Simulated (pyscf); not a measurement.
**[HGa–AsH₂]•, doublet**

Gas-phase minimum from PySCF at ωB97X-D3(BJ)/def2-SVP, one conformer. Other isomers of [HGa–AsH₂]• were not searched in full and may lie lower. 

SMILES: [GaH][AsH2]
```xyz
5

Ga     1.1816     0.9539    -0.4779
As     0.2052    -1.2672    -0.5298
H      1.2368     1.6882     0.9419
H     -0.1819    -1.1927    -1.9953
H     -1.1212    -0.6904    -0.0524
```
Charge 0, spin multiplicity 2.

Bond lengths (Å): Ga1–As2 2.427, Ga1–H3 1.599, As2–H4 1.518, As2–H5 1.523. Bond angles (°): As2–Ga1–H3 116.9, Ga1–As2–H4 94.5, Ga1–As2–H5 89.8, H4–As2–H5 93.5.

Properties at ωB97X-D3(BJ)/def2-SVP:

```json
{
  "harmonic_wavenumbers_unscaled": "205, 256, 410, 453, 659, 1013, 1837, 2244, 2273 cm⁻¹",
  "zero_point_energy": "13.4 kcal/mol",
  "rotational_symmetry_number": "1",
  "Entropy of this conformer at 298 K and 1 atm, rigid rotor and harmonic oscillator, modes under 100 cm⁻¹ raised to 100": "303.0 J/(mol K)",
  "dipole_moment": "0.63 D",
  "Spin expectation value S2": "0.755"
}
```

Single-point totals, which compare only within one level (frozen core for MP2 and CC):

```json
[
 {"level": "ωB97X-D3(BJ)/def2-TZVP", "total energy (hartree)": "-4162.40277"},
 {"level": "PBE/def2-TZVP", "total energy (hartree)": "-4161.86293"},
 {"level": "r²SCAN/def2-TZVP", "total energy (hartree)": "-4162.47547"},
 {"level": "B3LYP-D3(BJ)/def2-TZVP", "total energy (hartree)": "-4162.60102"},
 {"level": "PBE0-D3(BJ)/def2-TZVP", "total energy (hartree)": "-4161.97183"},
 {"level": "M06-2X/def2-TZVP", "total energy (hartree)": "-4162.49307"},
 {"level": "ωB97M-D3(BJ)/def2-TZVP", "total energy (hartree)": "-4162.53533"},
 {"level": "UHF/def2-TZVPP", "total energy (hartree)": "-4159.17086"},
 {"level": "MP2/def2-TZVPP", "total energy (hartree)": "-4159.65269"},
 {"level": "CCSD/def2-TZVPP", "total energy (hartree)": "-4159.66738"},
 {"level": "CCSD(T)/def2-TZVPP", "total energy (hartree)": "-4159.68688"}
]
```

The CCSD(T) − MP2 part came from Ansatz, without density fitting, on the same reference. The frozen core leaves the outer d or s,p core shells of the metals and heavy elements correlated in the MP2 and CC values, and def2-TZVPP describes them poorly, so these totals are far from the basis limit. Elements up to Kr have no core potential and no relativistic terms here.
